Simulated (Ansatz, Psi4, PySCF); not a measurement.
C₃H₉Al (SMILES [CH3][Al]([CH3])[CH3]), singlet, geometry from GFN2-xTB (such geometries of metal compounds can be far from the true shape). Base run: CCSD(T)/STO-3G (PySCF).

PySCF was given this input:
```python
from pyscf import gto, scf, cc

mol = gto.Mole()
mol.atom = '''
    Al    0.01377557    0.00536366    0.00111920
    C    -1.36712124   -1.42328928   -0.17712821
    H    -1.44959113   -1.80169766   -1.20166716
    H    -2.36933356   -1.07452599    0.09435791
    H    -1.15117922   -2.28740004    0.46050578
    C    -0.16027256    1.69622682   -1.04309429
    H     0.69676512    1.87264152   -1.70193712
    H    -0.23101461    2.58097547   -0.40129179
    H    -1.05181885    1.69770984   -1.67955486
    C     1.56875030   -0.25747259    1.22286490
    H     2.24081454    0.60750024    1.22724421
    H     2.17645426   -1.12614197    0.94751257
    H     1.26311707   -0.42359105    2.26146089
'''
mol.basis = 'sto-3g'
mol.verbose = 3
mol.build()

mf = scf.RHF(mol)
mf.kernel()

mycc = cc.CCSD(mf)
mycc.kernel()
et = mycc.ccsd_t()
print('E(CCSD(T)) = %.10f' % (mycc.e_tot + et))
```

The same geometry, method and basis name were run in Ansatz (an electronic-structure program) and Psi4 and PySCF, at each program's defaults and at the settings that a row names. The base is PySCF at its defaults. Differences at the defaults can come from grids, fitting, cores and function types together.

```json
[
 {"code and settings": "PySCF, defaults (exact integrals, spherical functions, all electrons correlated)", "ΔE vs base (µEh)": "0.0", "basis functions": "33", "E (Eh)": "-356.78313", "SCF cycles": "7"},
 {"code and settings": "Psi4, defaults (exact integrals, spherical functions, all electrons correlated)", "ΔE vs base (µEh)": "0.2", "basis functions": "33", "E (Eh)": "-356.78313", "SCF cycles": "8"},
 {"code and settings": "Ansatz, defaults (factorised integrals, spherical functions, frozen core)", "ΔE vs base (µEh)": "9125", "basis functions": "33", "E (Eh)": "-356.77401", "SCF cycles": "-"},
 {"code and settings": "PySCF, frozen core", "ΔE vs base (µEh)": "9113", "basis functions": "33", "E (Eh)": "-356.77402", "SCF cycles": "7"},
 {"code and settings": "Psi4, exact integrals, spherical functions, frozen core", "ΔE vs base (µEh)": "9113", "basis functions": "33", "E (Eh)": "-356.77402", "SCF cycles": "8"},
 {"code and settings": "Ansatz, high accuracy, frozen core", "ΔE vs base (µEh)": "9113", "basis functions": "33", "E (Eh)": "-356.77402", "SCF cycles": "-"}
]
```
